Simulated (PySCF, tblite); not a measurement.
Isomers of C6H10F3P, one GFN2-xTB conformer each. Single-point energies are computed at PBE0/pcSseg-1 (PySCF, gas phase, no added dispersion term), electronic only.

```
                  SMILES  GFN2-xTB relative energy (kcal/mol)
      CP(CC(F)(F)F)C1CC1                                 20.6
      CP(C1CCC1)C(F)(F)F                                 17.5
CC[C@@H](C)/P=C\C(F)(F)F                                 27.2
        FC(F)(F)P1CCCCC1                                  0.0
      CCP1CC(C(F)(F)F)C1                                 11.7
       CC(C)=PCCC(F)(F)F                                 23.9
      CCC1CP(C(F)(F)F)C1                                 13.9
       C=CP(CCC)C(F)(F)F                                 31.9
```

Conformers: `[CH3:1][P:2]([CH2:3][C:4]([F:5])([F:6])[F:7])[CH:8]1[CH2:9][CH2:10]1` with C1–P2–C3–C4 88°, C1–P2–C8–C9 -167°; `[CH3:1][P:2]([CH:3]1[CH2:4][CH2:5][CH2:6]1)[C:7]([F:8])([F:9])[F:10]` with C1–P2–C3–C4 84°, P2–C3–C4–C5 129°, C3–C4–C5–C6 -11°, C4–C5–C6–C3 11°, P2–C3–C6–C5 -129°; `[CH3:1][CH2:2][C@@H:3]([CH3:4])/[P:5]=[CH:6]\[C:7]([F:8])([F:9])[F:10]` with C1–C2–C3–C4 69°, C2–C3–P5–C6 97°; `[F:1][C:2]([F:3])([F:4])[P:5]1[CH2:6][CH2:7][CH2:8][CH2:9][CH2:10]1` with C2–P5–C6–C7 158°, P5–C6–C7–C8 -66°, C6–C7–C8–C9 63°, C7–C8–C9–C10 -63°; `[CH3:1][CH2:2][P:3]1[CH2:4][CH:5]([C:6]([F:7])([F:8])[F:9])[CH2:10]1` with C1–C2–P3–C4 -86°; `[CH3:1][C:2]([CH3:3])=[P:4][CH2:5][CH2:6][C:7]([F:8])([F:9])[F:10]` with C2–P4–C5–C6 176°, P4–C5–C6–C7 179°; `[CH3:1][CH2:2][CH:3]1[CH2:4][P:5]([C:6]([F:7])([F:8])[F:9])[CH2:10]1` with C1–C2–C3–C4 179°, C2–C3–C4–P5 130°, C3–C4–P5–C6 88°, C4–P5–C10–C3 8°, C2–C3–C10–P5 -130°; `[CH2:1]=[CH:2][P:3]([CH2:4][CH2:5][CH3:6])[C:7]([F:8])([F:9])[F:10]` with C1–C2–P3–C4 -138°, C2–P3–C4–C5 78°, P3–C4–C5–C6 179°.

Question: What does PBE0/pcSseg-1 give for the same structures?

Answer: 
| SMILES | PBE0/pcSseg-1 E (Eh) | PBE0/pcSseg-1 (kcal/mol) | GFN2-xTB (kcal/mol) | point group |
| --- | --- | --- | --- | --- |
| FC(F)(F)P1CCCCC1 | -874.80051 | 0.0 | 0.0 | Cs |
| CCP1CC(C(F)(F)F)C1 | -874.78594 | 9.1 | 11.7 | C1 |
| CC(C)=PCCC(F)(F)F | -874.77825 | 14.0 | 23.9 | near Cs |
| CP(CC(F)(F)F)C1CC1 | -874.77445 | 16.4 | 20.6 | C1 |
| CCC1CP(C(F)(F)F)C1 | -874.77317 | 17.2 | 13.9 | C1 |
| CP(C1CCC1)C(F)(F)F | -874.76398 | 22.9 | 17.5 | C1 |
| CC[C@@H](C)/P=C\C(F)(F)F | -874.76342 | 23.3 | 27.2 | C1 |
| C=CP(CCC)C(F)(F)F | -874.76213 | 24.1 | 31.9 | C1 |

Both levels put the same isomer lowest; measured from each level's own lowest isomer, the values differ by up to 9.9 kcal/mol (CC(C)=PCCC(F)(F)F: 23.9 against 14.0). As drawn, the highest has a C=C bond outside aromatic rings, which the lowest lacks. Neighbours under 2.5 kcal/mol apart (CC(C)=PCCC(F)(F)F and CP(CC(F)(F)F)C1CC1; CP(CC(F)(F)F)C1CC1 and CCC1CP(C(F)(F)F)C1; CP(C1CCC1)C(F)(F)F and CC[C@@H](C)/P=C\C(F)(F)F; CC[C@@H](C)/P=C\C(F)(F)F and C=CP(CCC)C(F)(F)F) can change places with a better method, another conformer or zero-point energy.

Question: Which frontier levels, dipoles and rotational constants go with these structures?

Answer: 
```json
{"SMILES": "FC(F)(F)P1CCCCC1", "HOMO (eV, PBE0/pcSseg-1)": "-7.43", "LUMO (eV)": "0.35", "dipole (D)": "3.00", "A, B, C (MHz)": "2177, 763.7, 682.1"}
{"SMILES": "CCP1CC(C(F)(F)F)C1", "HOMO (eV, PBE0/pcSseg-1)": "-6.89", "LUMO (eV)": "0.26", "dipole (D)": "1.26", "A, B, C (MHz)": "2086, 676.4, 632.0"}
{"SMILES": "CC(C)=PCCC(F)(F)F", "HOMO (eV, PBE0/pcSseg-1)": "-6.86", "LUMO (eV)": "-1.40", "dipole (D)": "2.88", "A, B, C (MHz)": "2826, 427.1, 400.5"}
{"SMILES": "CP(CC(F)(F)F)C1CC1", "HOMO (eV, PBE0/pcSseg-1)": "-7.11", "LUMO (eV)": "0.85", "dipole (D)": "3.32", "A, B, C (MHz)": "2227, 615.4, 549.4"}
{"SMILES": "CCC1CP(C(F)(F)F)C1", "HOMO (eV, PBE0/pcSseg-1)": "-7.27", "LUMO (eV)": "0.14", "dipole (D)": "2.87", "A, B, C (MHz)": "2352, 633.7, 613.4"}
{"SMILES": "CP(C1CCC1)C(F)(F)F", "HOMO (eV, PBE0/pcSseg-1)": "-7.45", "LUMO (eV)": "0.41", "dipole (D)": "2.65", "A, B, C (MHz)": "1911, 799.6, 663.6"}
{"SMILES": "CC[C@@H](C)/P=C\\C(F)(F)F", "HOMO (eV, PBE0/pcSseg-1)": "-7.89", "LUMO (eV)": "-2.37", "dipole (D)": "2.00", "A, B, C (MHz)": "1655, 731.7, 623.9"}
{"SMILES": "C=CP(CCC)C(F)(F)F", "HOMO (eV, PBE0/pcSseg-1)": "-7.60", "LUMO (eV)": "-0.76", "dipole (D)": "2.83", "A, B, C (MHz)": "1443, 769.8, 586.2"}
```

Question: What happens when harmonic zero-point energies from GFN2-xTB frequencies are added?

Answer: 
```csv
SMILES,ZPE (kcal/mol),electronic (kcal/mol),with ZPE (kcal/mol)
FC(F)(F)P1CCCCC1,96.2,0.0,0.0
CCP1CC(C(F)(F)F)C1,94.9,9.1,7.9
CC(C)=PCCC(F)(F)F,93.9,14.0,11.7
CP(CC(F)(F)F)C1CC1,93.4,16.4,13.6
CCC1CP(C(F)(F)F)C1,95.2,17.2,16.2
CP(C1CCC1)C(F)(F)F,94.5,22.9,21.2
CC[C@@H](C)/P=C\C(F)(F)F,94.6,23.3,21.7
C=CP(CCC)C(F)(F)F,93.1,24.1,21.0
```

The zero-point energies span 3.1 kcal/mol. The lowest isomer stays, but the order above it changes.
